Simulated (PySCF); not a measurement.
# Cr+ (chromium, charge +1): UHF calculation

Configuration: [Ar] 3d5, high-spin 6S determinant. Computed with PySCF 2.14 in aug-cc-pwCVTZ-DK with one added diffuse shell each of s, p, d, f, g type (11s10p8d5f4g, 152 functions), with scalar relativity by spin-free X2C-1e.

```json
{
 "Total energy": "-1049.434534 hartree",
 "One-electron energy": "-1441.4299 hartree",
 "Hartree (Coulomb) energy": "440.0882 hartree",
 "Exchange energy": "-48.0929 hartree",
 "⟨S²⟩": "8.7501",
 "⟨L²⟩": "0.000",
 "Sum of ⟨r⟩": "16.57 bohr",
 "Sum of ⟨r²⟩": "20.87 bohr²",
 "Langevin diamagnetic susceptibility": "-16.5 ×10⁻⁶ cm³/mol"
}
```

```
shell  electrons  mean orbital energy (hartree)  rms radius, mean of both spins (bohr)
 1s β          1                     -222.29945                                 0.0734
 1s α          1                     -222.29584                                 0.0734
 2s α          1                      -26.86803                                  0.316
 2s β          1                      -26.77199                                  0.316
 2p α          3                      -22.50824                                  0.287
 2p β          3                      -22.41317                                  0.287
 3s α          1                       -3.78024                                  0.974
 3s β          1                       -3.43455                                  0.974
 3p α          3                       -2.54709                                   1.06
 3p β          3                       -2.12070                                   1.06
 3d α          5                       -0.64419                                   1.52
```

Densities and radii are taken from the X2C orbitals without a picture-change correction, which distorts them close to the nucleus.

Spin-orbit constants ζ (cm⁻¹) from the X2C one-electron operator on these orbitals: bare nucleus, nucleus screened by l(l+1)(2l+1)/3 electrons, and screened by the Breit-Pauli mean field of the electrons.

```
shell   bare  screened nucleus  mean field
   2p  49340             45230         n/a
   3p   5546              5084         n/a
   3d  411.8             240.2         n/a
```
